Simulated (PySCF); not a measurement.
Input of a response calculation (the driver script's job line, then coordinates in Å):

```
{"job": {"kind": "uv", "xc": "CAM-B3LYP", "basis": "def2-SVPD", "nstates": 8, "ntriplets": 3}, "charge": 0, "multiplicity": 1}
C     -2.046342     1.283662    -0.115209
Ge    -1.777396    -0.615459    -0.565129
C     -0.118531    -1.425031     0.155772
C      1.159650    -1.082777    -0.601347
Si     1.660688     0.740065    -0.505825
O      3.272253     0.685855    -0.732533
H     -3.035476     1.613774    -0.420638
H     -1.957564     1.431792     0.957726
H     -1.309924     1.912514    -0.604670
H     -2.952826    -1.398049    -0.021985
H     -1.846200    -0.800565    -2.060690
H     -0.261145    -2.509494     0.152772
H     -0.019115    -1.131028     1.203005
H      1.980545    -1.689340    -0.209839
H      1.038507    -1.369568    -1.648358
H      1.363798     1.327824     0.806274
H      1.041400     1.553890    -1.558945
H      3.798920     1.478252    -0.771555
```

The program printed, after the SCF cycles:

```
converged SCF energy = -2562.8395436493

Static polarisability (au): isotropic 95.598, principal 83.366 97.445 105.983

Singlet excitations
state   eV       nm        f      main configurations
  1   7.2295    171.5   0.00284   H-2->L 0.68, H->L 0.13
  2   7.2765    170.4   0.00985   H->L 0.46, H-2->L 0.21, H->L+1 0.12
  3   7.6369    162.3   0.01141   H->L+1 0.50, H-1->L 0.20, H->L+2 0.10
  4   7.9407    156.1   0.01848   H->L+2 0.33, H-1->L 0.23, H->L 0.13
  5   8.0627    153.8   0.01250   H->L+2 0.37, H->L+1 0.17, H-1->L+1 0.12
  6   8.2319    150.6   0.03782   H-1->L+1 0.34, H-1->L+2 0.15, H->L+3 0.12
  7   8.3261    148.9   0.02215   H-3->L+1 0.25, H-3->L 0.17, H-1->L+2 0.11
  8   8.3883    147.8   0.00747   H-2->L+1 0.41, H-2->L+2 0.13, H-2->L+5 0.11

Triplet excitations (Tamm-Dancoff, eV): 6.8907 6.9383 7.3642
```

Method: PySCF 2.14.0, density-fitted response routines, TDDFT CAM-B3LYP/def2-SVPD, vertical, gas phase, core orbitals frozen in the response. Geometry: GFN2-xTB, one conformer, isolated molecule. Relativistic effects, spin–orbit coupling among them, are left out although an element past zinc is present.

(1) What is the total energy of state 4 at this geometry?

(2) What transition dipole goes with state 6?

(3) How much of the mean polarisability do the listed states account for?

(4) What is the gap between the lowest singlet and the lowest triplet?

(5) Give the mean polarisability in Å³.

(6) Which species is it?

Answers

(1) -2562.83954 + 0.29182 = -2562.54772 hartree.

(2) |μ|² = 3f / (2ΔE) = 3 × 0.0378 / (2 × 0.3025) ≈ 0.188 au, so |μ| = 1.10 D.

(3) The sum over states Σ f/ΔE² (ΔE in hartree) gives 1.41 au, 1% of the total; the rest comes from higher roots of the same response equations.

(4) 7.2295 − 6.8907 = 0.3388 eV (full response against Tamm–Dancoff).

(5) 95.60 au × 0.148185 = 14.17 Å³.

(6) `[CH3][GeH2][CH2]C[SiH2]O` (C3H12GeOSi), point group C1.

H and L stand for HOMO and LUMO.

Shape of the structure used: `[CH3:1][GeH2:2][CH2:3][CH2:4][SiH2:5][OH:6]`: C1–Ge2–C3–C4 -78°, Ge2–C3–C4–Si5 66°, C3–C4–Si5–O6 154°, H–O6–Si5–C4 177°.

Without π bonds the low states are Rydberg-like; a valence basis with one diffuse set may place them up to an eV too high.
